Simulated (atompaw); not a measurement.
**Before and after: PAW (atompaw) potential for As**

| Quantity | Value |
| --- | --- |
| Element | As (Z = 33) |
| Generator | atompaw 4.2.0.5 |
| Type | PAW |
| Functional | PBE |
| Relativity | scalar-relativistic |
| Frozen core | [Ar] 3d10 |
| Valence charge | 5 |
| Reference configuration | 4s1.75 4p3.25 |
| Partial waves | 4s (bound); 4s channel at 2.85 Ry; 4p (bound); 4p channel at 3.4 Ry |
| Local potential | bessel scheme, radius 1.95 bohr |
| Core correction | smooth core density matched at 1.35 bohr |
| Augmentation charge | besselshape compensation charge, radius 2.00 bohr; PAW radius 2.10 bohr; waves and projectors: bloechl |

Change: wave 4s channel at 2.85 Ry becomes 4s channel at -0.32 Ry.

Cutoffs: the cutoffs (Ry, on a coarse ladder) from which the occupation-weighted sum of valence levels, in a spherical-Bessel basis at the reference potential, stays within 10 and 1 mRy of its value at 400 Ry; they do not see the model core or the augmentation charge, which bear on the density cutoff.

Problem. What does the change do?

Solution. The potential gets softer (10 Ry and 15 Ry → 8 Ry and 15 Ry); the s channel binds one level more than in the base; the range in which the s phases agree narrows (upper end at the end of the scan → 3.8); neither file shows a bound ghost.

```tsv
quantity	base	changed
cutoff, loose	10 Ry	8 Ry
cutoff, tight	15 Ry	15 Ry
bound ghosts	none	none
s: phases at 2.10 bohr within 0.05 rad from the reference energy up to (Ry; the scan ends near 5)	to the end of the scan	3.8
p: phases at 2.10 bohr within 0.05 rad from the reference energy up to (Ry; the scan ends near 5)	to the end of the scan	to the end of the scan
lowest overlap eigenvalue by channel	s 0.41, p 0.63	s 0.00, p 0.63
```

 The cutoffs see the waves, projectors and local potential, not the compensation charge or the core.
